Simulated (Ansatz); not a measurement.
C3H7BS can be A, `B1CCCS1`, or B, `SC1CBC1`.

Program: Ansatz. Geometries: PBE0-D4/def2-TZVP. ΔE: electronic, gas phase. CCSD(T)/CBS is the MP2 limit (def2-TZVPP, def2-QZVPP) plus CCSD(T) − MP2 in def2-TZVPP, frozen cores. DFT in def2-TZVPP. B3LYP here is the variant with VWN-RPA as its local correlation; programs differ in this. One conformer a species, not always the lowest.

A:

Z-matrix (Å, degrees):
```
C
C 1 1.530
B 1 1.570 2 106.8
H 1 1.093 2 112.8 3 126.0
H 1 1.101 2 110.7 3 -116.0
C 2 1.521 1 108.5 3 35.9
H 2 1.094 1 113.0 3 158.7
H 2 1.094 1 108.9 3 -82.3
S 3 1.769 1 110.9 2 -19.0
H 3 1.192 1 128.2 2 162.4
H 6 1.090 2 113.2 1 -157.5
H 6 1.093 2 111.9 1 80.0
```

B:

Z-matrix (Å, degrees):
```
C
C 1 1.546
S 1 1.811 2 113.9
C 1 1.546 2 92.7 3 -124.4
H 1 1.091 2 110.1 3 122.3
B 2 1.573 1 85.5 3 142.3
H 2 1.099 1 109.8 3 34.0
H 2 1.090 1 119.0 3 -91.1
H 3 1.344 1 97.6 2 -176.3
H 4 1.098 1 109.6 2 91.3
H 4 1.091 1 118.8 2 -143.9
H 6 1.195 2 134.2 1 156.4
```

(1) Which is lower in electronic energy at CCSD(T)/CBS, and by how much? (Estimate.)

(2) Give E(B) − E(A) in kcal/mol with PBE-D4, ωB97M-V, B3LYP, HF/def2-TZVPP, r2SCAN-D4, B3LYP-D4, CCSD(T)/def2-TZVPP. (Estimate.)

Largest T1 diagnostic: 0.013.

## Answers

(1) The calculation gave: A, by 49.0 kcal/mol.

(2) The calculation gave: PBE-D4 48.7, ωB97M-V 47.7, B3LYP 48.0, HF/def2-TZVPP 47.4, r2SCAN-D4 49.7, B3LYP-D4 48.5, CCSD(T)/def2-TZVPP 49.4. None reverses the order clearly.

In def2-TZVPP, CCSD(T) changes the Hartree–Fock value by +2.0 kcal/mol (the triples alone add +0.7 kcal/mol) and MP2 by +2.7 kcal/mol.
